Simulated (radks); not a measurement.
Q: Valence configurations of Be+ (all share [He]). Method: scalar-relativistic Kohn-Sham, r2SCAN, spin-polarised, spherical densities, finite nucleus; open shells are filled with parallel spins first; meta-GGA in the generalised Kohn-Sham scheme; Fermi nuclear charge, rms radius 2.519 fm; computed with a radial shooting solver on a logarithmic mesh with Libxc functionals. Order these by energy: 2s1; 2s0.5 2p0.5; 2p1.

A: From the lowest, in eV above it: 2s1 0.000; 2s0.5 2p0.5 2.254; 2p1 4.455. NIST lists [He] 2s1 as the ground configuration; this level of theory agrees among the configurations tried. The energies are those of spherical high-spin densities, not of single terms.
